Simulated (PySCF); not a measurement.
**H₂ClInN, SMILES `[NH2][In][Cl]` (charge 0, multiplicity 2)**

All values below come from CAM-B3LYP-D3(BJ)/def2-TZVP in PySCF 2.14.0.

* **highest occupied spin orbital**: -7.67 eV
* **dipole moment**: 3.45 D
* **total energy**: -706.3380 Ha
* **cost**: very roughly 80 core-seconds

```xyz
5

N     -0.9095    -0.1116     0.2505
In     0.8244     0.9832     0.0654
Cl     2.7615    -0.3692    -0.1082
H     -1.7635     0.4020     0.0730
H     -0.9044    -0.9417    -0.3328
```
Charge 0, spin multiplicity 2.
